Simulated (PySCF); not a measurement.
Compound: C4H9FOSi.
SMILES: `C/C(=C/O[SiH3])CF`

Jobs on this species (16 atoms, 64 electrons) with PySCF (density fitting). Hardware of each: AMD EPYC 7R43, one thread (shared host). Other jobs ran on the host; a repeat could differ by tens of per cent or more. Peak memory is the resident size of the whole Python process, interpreter and libraries included.

| level and settings | work | basis functions | SCF cycles | wall time | peak memory |
| --- | --- | --- | --- | --- | --- |
| PBE0/aug-cc-pVDZ, IEF-PCM methanol, fitting basis def2-qzvpp-jkfit | shieldings, charges and field gradients | 246 | ? | ? | ? |
| revPBE/ANO-RCC-VDZP | 3 singlets by full TDDFT, 2 Tamm–Dancoff triplets, polarisability | 147 | 15 | 95 s | 0.55 GiB |
| mPW1PW91/def2-SVP, start guess atom | shieldings, charges and field gradients | 147 | 11 | 20 s | 0.85 GiB |
| B3LYP/pcSseg-1 | shieldings, charges and field gradients | 171 | 14 | 18 s | 0.87 GiB |
| PBE0/def2-SVPD | 6 singlets by full TDDFT, 2 Tamm–Dancoff triplets, polarisability, density and orbital grids written | 222 | 14 | 40 s | 0.85 GiB |
| PBE0/pcSseg-1, fitting basis def2-qzvpp-jkfit | shieldings, charges and field gradients | 171 | 10 | 17 s | 0.87 GiB |
| PBE0/pcSseg-1 | shieldings, charges and field gradients, density and orbital grids written | 171 | 14 | 29 s | 0.76 GiB |

Problem. Fill in the missing figures.

Solution. 
- PBE0/aug-cc-pVDZ, IEF-PCM methanol, fitting basis def2-qzvpp-jkfit; shieldings, charges and field gradients: 45 s, 1.1 GiB, 10 SCF cycles

Problem. What do all jobs in the table cost together?

Solution. About 4.4 min; the longest takes about 36 % of that, and about 5.6 times as long as the shortest.
